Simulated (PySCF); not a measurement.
C₃H₈FNSi, SMILES C(/[C@H](F)[SiH3])=N\C. Heavy atoms are numbered as in [CH3:1]/[N:2]=[CH:3]/[C@H:4]([F:5])[SiH3:6]. Hydrogens are named by the atom that carries them.

Geometry: B3LYP-D3(BJ)/def2-SVP. The structure was generated by enumeration; whether it is a known compound was not checked. The values are those of a single conformer.

Calculation: PySCF with PBE/pcSseg-1.

GIAO shieldings, no solvent; atoms alike by connectivity are averaged. δ = σ(ref) − σ: ¹³C against TMS (σ = 182.0 ppm); ¹⁵N against NH3 (σ = 267.0 ppm); ¹⁹F against CFCl3 (σ = 133.6 ppm); ²⁹Si against TMS (σ = 335.4 ppm); ¹H against TMS (σ = 31.49 ppm), references at their B3LYP-D3(BJ)/def2-TZVP geometries, non-relativistic.

Computed chemical shifts:
```json
[
 {"nucleus": "¹³C", "atoms": "C3 (CH)", "count": "1", "δ (ppm)": "173.2"},
 {"nucleus": "¹³C", "atoms": "C4 (CH)", "count": "1", "δ (ppm)": "97.7"},
 {"nucleus": "¹³C", "atoms": "C1 (CH3)", "count": "1", "δ (ppm)": "53.9"},
 {"nucleus": "¹⁵N", "atoms": "N2", "count": "1", "δ (ppm)": "374.6"},
 {"nucleus": "¹⁹F", "atoms": "F5", "count": "1", "δ (ppm)": "-274.0"},
 {"nucleus": "²⁹Si", "atoms": "Si6 (SiH3)", "count": "1", "δ (ppm)": "-73.4"},
 {"nucleus": "¹H", "atoms": "H on C3", "count": "1", "δ (ppm)": "8.47"},
 {"nucleus": "¹H", "atoms": "H on C4", "count": "1", "δ (ppm)": "5.82"},
 {"nucleus": "¹H", "atoms": "H on Si6", "count": "3", "δ (ppm)": "4.21"},
 {"nucleus": "¹H", "atoms": "H on C1", "count": "3", "δ (ppm)": "3.87"}
]
```
